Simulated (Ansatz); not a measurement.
System: C4H7Cl2 (charge 0, doublet). It need not be the lowest isomer of its formula. 
Coordinates optimised at B3LYP-D3(BJ)/def2-TZVP (Ansatz, a quantum-chemistry and plane-wave program):
```xyz
13

C     -2.4075     0.6076     0.3975
C     -1.0315     0.1406    -0.0291
C      0.0491     0.4353     1.0193
C      1.4285     0.0816     0.6144
Cl     2.1971     1.0101    -0.6075
Cl    -1.0734    -1.6508    -0.3642
H     -2.3959     1.6903     0.5459
H     -3.1517     0.3714    -0.3616
H     -2.7060     0.1332     1.3333
H     -0.7468     0.5863    -0.9801
H     -0.1989    -0.1022     1.9379
H     -0.0077     1.5077     1.2380
H      1.8709    -0.8854     0.7924
```
Charge 0, spin multiplicity 2.

Total electronic energies in hartree. Correlated levels leave the core frozen unless marked. UHF or UKS for open shells. No spin-orbit coupling. No relativistic terms. Basis-set limits of correlation are two-point, X^-3; Hartree-Fock from the larger set.

```csv
level,program,energy (Eh)
HF/cc-pwCVTZ,Ansatz,-1074.60911
HF/cc-pV(Q+d)Z,Ansatz,-1074.62473
revPBE/def2-TZVPD,Ansatz,-1076.86126
B3LYP-D3(BJ)/def2-TZVPD,Ansatz + dftd3,[?]
PBE0-D3(BJ)/def2-TZVP,Ansatz + dftd3,-1076.59370
B2PLYP-D3(BJ)/def2-TZVPD,Ansatz + dftd3,[?]
MP2/cc-pV(Q+d)Z,Ansatz,-1075.74584
CCSD(T)/cc-pV(Q+d)Z,Ansatz,-1075.85964
"CCSD(T)/CBS(cc-pV(T+d)Z,cc-pV(Q+d)Z)",Ansatz,-1075.9152
```

Question: Fill in the missing entries.

Answer: 
- B3LYP-D3(BJ)/def2-TZVPD, energy (Eh): -1077.13394
- B2PLYP-D3(BJ)/def2-TZVPD, energy (Eh): -1076.67171
